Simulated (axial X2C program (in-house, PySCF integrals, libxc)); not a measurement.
# Which molecule has these constants?

Calculated with an in-house relativistic program for diatomic molecules, spin-free (one-electron X2C) or two-component (2c: spin–orbit coupling with atomic mean-field Coulomb and Gaunt terms, which also bring small scalar terms), in Dyall basis sets with cores contracted in-house; open shells are unrestricted.

A two-component PBE0 calculation in a Dyall 3-zeta basis gave Re = 2.261 Å, ωe = 516.1 cm⁻¹, De = 3.29 eV, Ω = 1.

Which molecule is it?
A. C₂
B. Si₂
C. Ge₂

B. The others have Ge₂ 2.376 Å and 291.2 cm⁻¹ (Ω = 1); C₂ 1.302 Å and 1706.8 cm⁻¹ (Ω = 2).

Each entry is the lowest single determinant of a limited PBE0 search at one distance. De goes to single-determinant-based atoms at the same level (for ions the charge split of lowest energy) and is withheld (n/a) where an atom does not fit its ground term or J level. Main or longest-lived isotopes. One determinant is a doubtful description, or other states lie close, for Si₂, Ge₂, C₂; these need not be ground states, and all values refer to the states named. Some open-shell Ω = 0 determinants are out of reach, so the Ω given for Si₂, Ge₂, C₂ need not be the lowest component. With several unpaired electrons the Ω given is that of one determinant, not necessarily of the lowest component. Some light 2c atoms are not at their ground J level, so De misses part of their lowering (0.04 eV or less). The functionals have no current term, which raises determinants with orbital currents.
